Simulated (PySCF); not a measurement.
Vertical excitations of a molecule C4H5Cl2F from TDA-PBE/def2-SVPD in PySCF, as energy in eV (oscillator strength): 5.10 (0.006), 5.86 (0.001), 6.10 (0.025), 6.14 (0.010), 6.18 (0.025), 6.32 (0.002), 6.50 (0.022), 6.60 (0.020), 6.74 (0.006), 6.81 (0.005). Lowest triplet (TDA): 4.30 eV. Geometry optimised at r2SCAN-D4/def2-SVP. Other conformers were not sampled.

Problem. Identify the compound among the candidates.
A. C=C(F)CC(Cl)Cl
B. F/C(=C\Cl)CCCl
C. C=CCC(F)(Cl)Cl
D. CCC(F)=C(Cl)Cl

Solution. A, C=C(F)CC(Cl)Cl
